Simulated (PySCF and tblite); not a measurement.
Values are calculated unless marked as measured or tabulated.
Barrier and rate of a rearrangement

System: C5H10SiSn, numbered as in [SiH3:1][C:2]1=[CH:3][C@@H:4]([SnH3:5])[CH:6]=[CH:7]1.

Motion: shift of Sn5 from C4 to C6. Geometries: B3LYP-D3(BJ)/def2-SVP; energies: PBE0/pcSseg-1 (def2-TZVP on Sn) + D3(BJ); zero-point and thermal terms from GFN2-xTB harmonic modes (soft modes blended into free rotors). Rates follow Eyring's equation with the number of equivalent paths and no tunnelling. Shieldings: GIAO at the same DFT level; methyl-like tops are averaged, other torsions stay as in the two minima; line shapes leave out couplings. Programs: tblite and PySCF.

```
 point  symmetry  E(GFN2) kcal/mol  E(DFT) kcal/mol  ZPE change kcal/mol  lowest mode cm⁻¹  dipole D
 start        C1               0.0              0.0                 0.00                50      1.82
saddle        Cs               8.4              6.6                -1.39              259i      2.28
   end        C1               0.0              0.0                 0.00                50      1.82
```

```json
{
  "Electronic barrier": "6.6 kcal/mol",
  "Barrier with zero-point energy": "5.2 kcal/mol",
  "ΔH‡ (298 K)": "4.9 kcal/mol",
  "ΔS‡ (298 K, symmetry apart)": "-2.4 cal/(mol K)",
  "Paths": "1 equivalent path",
  "End point": "the same structure with atoms interchanged, or its mirror image",
  "Mean lifetime of the start against this motion at 298 K": "2.1 ns",
  "Cost": "9.1 min on 1 thread of Intel Xeon Platinum 8375C @ 2.90GHz, on a host shared with other jobs (rough), peak memory 0.99 GiB, launched as `OMP_NUM_THREADS=1 python ens_run.py task.json out`"
}
```

```json
{"T/K": "150", "ΔG‡ kcal/mol": "5.4", "k s⁻¹": "4.8×10⁴"}
{"T/K": "200", "ΔG‡ kcal/mol": "5.4", "k s⁻¹": "4.7×10⁶"}
{"T/K": "250", "ΔG‡ kcal/mol": "5.5", "k s⁻¹": "7.6×10⁷"}
{"T/K": "298", "ΔG‡ kcal/mol": "5.6", "k s⁻¹": "4.7×10⁸"}
{"T/K": "350", "ΔG‡ kcal/mol": "5.7", "k s⁻¹": "2×10⁹"}
{"T/K": "400", "ΔG‡ kcal/mol": "5.8", "k s⁻¹": "5.6×10⁹"}
{"T/K": "500", "ΔG‡ kcal/mol": "6.0", "k s⁻¹": "2.4×10¹⁰"}
```

ΔG and ΔG‡ leave out symmetry numbers and mirror images; rates count paths: 1 out.

Sites that the motion interchanges:

| nucleus | site | ppm | scale |
| --- | --- | --- | --- |
| ¹³C | C4 | 126.6 | shielding σ |
| ¹³C | C6 | 44.6 | shielding σ |
| ¹³C | C3 | 31.9 | shielding σ |
| ¹³C | C7 | 43.5 | shielding σ |
| ¹H | H on C4 | 26.98 | shielding σ |
| ¹H | H on C6 | 24.31 | shielding σ |

```json
{"nucleus": "¹³C", "sites": "C4 / C6", "¹H MHz": "60", "spread Hz": "1237", "coalescence K": "130", "k there s⁻¹": "2760"}
{"nucleus": "¹³C", "sites": "C4 / C6", "¹H MHz": "270", "spread Hz": "5567", "coalescence K": "140", "k there s⁻¹": "1.2×10⁴"}
{"nucleus": "¹³C", "sites": "C4 / C6", "¹H MHz": "400", "spread Hz": "8248", "coalescence K": "143", "k there s⁻¹": "1.8×10⁴"}
{"nucleus": "¹³C", "sites": "C3 / C7", "¹H MHz": "60", "spread Hz": "174", "coalescence K": "119", "k there s⁻¹": "388"}
{"nucleus": "¹³C", "sites": "C3 / C7", "¹H MHz": "270", "spread Hz": "784", "coalescence K": "127", "k there s⁻¹": "1770"}
{"nucleus": "¹³C", "sites": "C3 / C7", "¹H MHz": "400", "spread Hz": "1162", "coalescence K": "129", "k there s⁻¹": "2590"}
{"nucleus": "¹H", "sites": "H on C4 / H on C6", "¹H MHz": "60", "spread Hz": "160", "coalescence K": "118", "k there s⁻¹": "359"}
{"nucleus": "¹H", "sites": "H on C4 / H on C6", "¹H MHz": "270", "spread Hz": "720", "coalescence K": "126", "k there s⁻¹": "1620"}
{"nucleus": "¹H", "sites": "H on C4 / H on C6", "¹H MHz": "400", "spread Hz": "1067", "coalescence K": "129", "k there s⁻¹": "2380"}
```

Coalescence temperatures outside 150 to 500 K extrapolate the thermal terms and ignore freezing or boiling of a solvent. Spin–orbit effects of heavy atoms on shieldings are missing.
